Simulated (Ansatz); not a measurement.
# Errors in the atomisation enthalpy at 298 K

8 molecules holding an element past argon; the atomisation enthalpy at 298 K in kJ/mol, computed less measured. Shapes, held fixed at every level: PBE0-D4/def2-TZVP. Flexible molecules stand in one conformer, not always the lowest. Thermal terms are harmonic and unscaled (PBE0-D4/def2-TZVP); the spin-orbit lowering of the free atoms is taken from their spectra. Programs: Ansatz 0.2.0. Measured values: Active Thermochemical Tables, CRC Handbook of Chemistry and Physics, NIST-JANAF tables.

Levels: A = wB97X-V/def2-TZVPP; B = MP2/def2-SVP; C = MP2/def2-TZVPP; D = CCSD(T)/def2-SVP.

```json
{"molecule": "IBr (iodine monobromide)", "from tabulated heats": "178", "A": "-19", "B": "-57", "C": "-14", "D": "-65"}
{"molecule": "BBr3 (boron tribromide)", "from tabulated heats": "1110", "A": "-4", "B": "+10", "C": "+51", "D": "-63"}
{"molecule": "CH3Br (bromomethane)", "from tabulated heats": "1519", "A": "-5", "B": "-83", "C": "-23", "D": "-86"}
{"molecule": "C2H3BrO (SMILES CC(=O)Br)", "from tabulated heats": "2639", "A": "-7", "B": "-76", "C": "+2", "D": "-140"}
{"molecule": "C2H3IO (SMILES CC(=O)I)", "from tabulated heats": "2570", "A": "-12", "B": "-83", "C": "+2", "D": "-144"}
{"molecule": "C2H2Br2Cl2 (1,2-dibromo-1,2-dichloroethane)", "from tabulated heats": "2373", "A": "+9", "B": "-90", "C": "+44", "D": "-173"}
{"molecule": "C2H4Br2 (1,1-dibromoethane)", "from tabulated heats": "2566", "A": "-12", "B": "-114", "C": "-15", "D": "-150"}
{"molecule": "C2H5Br (bromoethane)", "from tabulated heats": "2699", "A": "-4", "B": "-117", "C": "-36", "D": "-128"}
```

(1) Which level does best on this set, which worst, and which err to one side?

Answers

(1) 
```tsv
level	kind	mean error	mean absolute error	worst case
wB97X-V/def2-TZVPP	range-separated hybrid	-6.8	9.0	IBr
MP2/def2-SVP	perturbation theory	-76.2	78.8	C2H5Br
MP2/def2-TZVPP	perturbation theory	+1.4	23.4	BBr3
CCSD(T)/def2-SVP	coupled cluster or CI	-118.6	118.6	C2H2Br2Cl2
```

On this set wB97X-V/def2-TZVPP has the smallest mean absolute error and CCSD(T)/def2-SVP the largest. wB97X-V/def2-TZVPP is too low in 7 of 8; MP2/def2-SVP is too low in 7 of 8; CCSD(T)/def2-SVP is too low in 8 of 8. The heats of C2H3BrO, C2H3IO, C2H2Br2Cl2 come from older tables and can be uncertain by 10 kJ/mol or more. The molecules' own spin-orbit binding is left out, so errors for heavy halides read too negative. The tabulated value of BBr3 is in doubt (older tables, estimates, or at odds with other calculations) and kept here. Over the 7 molecules whose values aren't doubted the mean absolute errors are A 9.7; B 88.6; C 19.4; D 126.6. Correlated wave functions converge slowly with the basis. For atoms past krypton def2 sets carry core potentials with scalar relativity. Relativity is left out for Br. Outer-core shells of Br, I are correlated in most correlated rows, in sets that cover them unevenly. The set is small.
